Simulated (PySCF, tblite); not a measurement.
Species: C6H11P.
SMILES with atom numbers: `[CH3:1][C:2]1=[CH:3][P:4]([CH3:5])[CH2:6][CH2:7]1` (hydrogens: H8, H9, H10 on C1; H11 on C3; H12, H13, H14 on C5; H15, H16 on C6; H17, H18 on C7)

Cartesian coordinates in Å at the GFN2-xTB level; atoms count from 1:
```
atom  x, y, z in Å
C1    -2.236    0.812    0.697
C2    -0.948    0.111    0.422
C3     0.038   -0.068    1.295
P4     1.485   -0.965    0.648
C5     2.433    0.513    0.025
C6     0.508   -1.362   -0.898
C7    -0.704   -0.427   -0.962
H8    -2.377    1.632   -0.008
H9    -3.071    0.123    0.574
H10   -2.256    1.209    1.708
H11    0.007    0.266    2.320
H12    1.788    1.193   -0.528
H13    2.864    1.035    0.877
H14    3.243    0.168   -0.616
H15    1.143   -1.294   -1.782
H16    0.178   -2.400   -0.807
H17   -1.586   -0.952   -1.335
H18   -0.518    0.412   -1.640
```

The calculation used CAM-B3LYP/def2-SVPD in PySCF (dipole) on a GFN2-xTB geometry, gas phase.

Masses are those of the commonest isotopes; rigid-rotor values at the optimised geometry. The values belong to one conformer with, in the numbering `[CH3:1][C:2]1=[CH:3][P:4]([CH3:5])[CH2:6][CH2:7]1`, C2–C3–P4–C5 90°, C3–P4–C6–C7 16°, P4–C6–C7–C2 -20°, C1–C2–C7–C6 -167°.

Problem. What are A, B and C (MHz)?

Solution. Ia = 132.07, Ib = 311.52, Ic = 356.09 u·Å²; 505379 MHz·u·Å²/I gives A = 3826, B = 1622, C = 1419 MHz.

Problem. Classify the top.

Solution. An asymmetric top. Ray's parameter κ = (2B − A − C)/(A − C) = -0.831; −1 is the prolate and +1 the oblate limit.

Problem. Is it planar, by Δ = Ic − Ia − Ib?

Solution. Not planar: Δ = Ic − Ia − Ib = -87.50 u·Å². For a rigid frame Δ = −2 Σ m c², so Σ m c² = 43.75 u·Å² lies off the ab plane: 12.89 from hydrogen and 30.86 from heavier atoms. The atom farthest from that plane is 1.89 Å away.

Problem. Where do the levels up to J = 5 lie, in K?

Solution. Above 0(0,0), as E/k:
J = 1: 1(0,1) 0.146, 1(1,1) 0.252, 1(1,0) 0.261
J = 2: 2(0,2) 0.437, 2(1,2) 0.534, 2(1,1) 0.563, 2(2,1) 0.881, 2(2,0) 0.881
J = 3: 3(0,3) 0.873, 3(1,3) 0.957, 3(1,2) 1.015, 3(2,2) 1.318, 3(2,1) 1.322, 3(3,1) 1.872, 3(3,0) 1.872
J = 4: 4(0,4) 1.450, 4(1,4) 1.520, 4(1,3) 1.617, 4(2,3) 1.902, 4(2,2) 1.911, 4(3,2) 2.457, 4(3,1) 2.457, 4(4,1) 3.231, 4(4,0) 3.231
J = 5: 5(0,5) 2.168, 5(1,5) 2.223, 5(1,4) 2.368, 5(2,4) 2.630, 5(2,3) 2.652, 5(3,3) 3.189, 5(3,2) 3.190, 5(4,2) 3.962, 5(4,1) 3.962, 5(5,1) 4.957, 5(5,0) 4.957

Problem. Which types of transition are allowed, and where do some lines up to J = 5 fall?

Solution. The dipole components are |μa| = 1.36 D, |μb| = 0.49 D, |μc| = 1.22 D. Intensities carry the squares of the components, which stand as 1.00 : 0.13 : 0.81 (a : b : c). Some lines, for components of 0.1 D or more:

```tsv
type	branch	J(Ka,Kc)	MHz	lower level (cm⁻¹)
a	Q	5(2,3) ← 5(2,4)	449	1.828
b	Q	3(1,2) ← 3(0,3)	2973	0.607
a	Q	5(1,4) ← 5(1,5)	3031	1.545
c	R	1(1,0) ← 0(0,0)	5449	0.000
b	Q	5(2,3) ← 5(1,4)	5905	1.646
c	Q	4(2,3) ← 4(1,3)	5929	1.124
b	R	2(1,2) ← 1(0,1)	8084	0.101
b	Q	5(2,4) ← 5(1,5)	8486	1.545
a	R	3(0,3) ← 2(0,2)	9071	0.304
a	R	3(2,1) ← 2(2,0)	9178	0.612
a	R	3(1,2) ← 2(1,1)	9420	0.391
b	Q	4(3,1) ← 4(2,2)	11379	1.328
c	Q	3(3,1) ← 3(2,1)	11470	0.919
b	Q	5(3,3) ← 5(2,4)	11643	1.828
c	R	3(1,2) ← 2(0,2)	12044	0.304
a	R	5(1,5) ← 4(1,4)	14647	1.056
a	R	5(2,4) ← 4(2,3)	15178	1.322
a	R	5(4,1) ← 4(4,0)	15237	2.245
b	R	3(2,2) ← 2(1,1)	15737	0.391
b	Q	5(5,0) ← 5(4,1)	20724	2.754
c	R	5(2,4) ← 4(1,4)	23133	1.056
c	R	4(3,1) ← 3(2,1)	23665	0.919
b	R	4(4,1) ← 3(3,0)	28308	1.301
b	R	5(5,0) ← 4(4,1)	35961	2.245
```

Problem. Estimate the classical rotational partition function at 100 K, 200 K and 298.15 K.

Solution. Point group C1, symmetry number σ = 1; q = (√π/σ)·√((kT/h)³/(ABC)), k/h = 20836.6 MHz/K: 56800 at 100 K, 161000 at 200 K, 292000 at 298.15 K.

Its GFN2-xTB frequencies are all real (lowest 102 cm⁻¹). These are rigid-rotor constants of the computed structure; measured ground-state constants (B0) also hold zero-point vibration. A rigid rotor knows nothing of internal rotation, which can split or shift real lines.
